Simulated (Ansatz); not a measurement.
Consider the redistribution: `CB(F)BCl` + `B[CH2][GaH2]` → `BCB(C)F` + `Cl[BH][GaH2]`.

Computed with Ansatz on PBE0-D4/def2-TZVP structures; ΔE is electronic, products minus reactants. CBS: MP2 limit from def2 TZ/QZ plus the TZ coupled-cluster correction, frozen cores. Functionals use def2-TZVPP. B3LYP here is the variant with VWN-RPA as its local correlation; programs differ in this. For Ga outer-core shells are correlated without core-valence functions, which leaves a few kJ/mol of doubt a bond. Scalar relativity is left out up to krypton. Each species was taken in one conformer, which may not be the lowest.

```tsv
level	ΔE (kJ/mol)
PBE	-10.8
B3LYP	-9.0
```

(1) What does CCSD(T)/CBS give? (An estimate is asked.)

Largest T1 diagnostic among the species: 0.014.

## Answers

(1) Ansatz gave: -8.7 kJ/mol. The listed levels differ from it by -2.1, -0.3 kJ/mol.
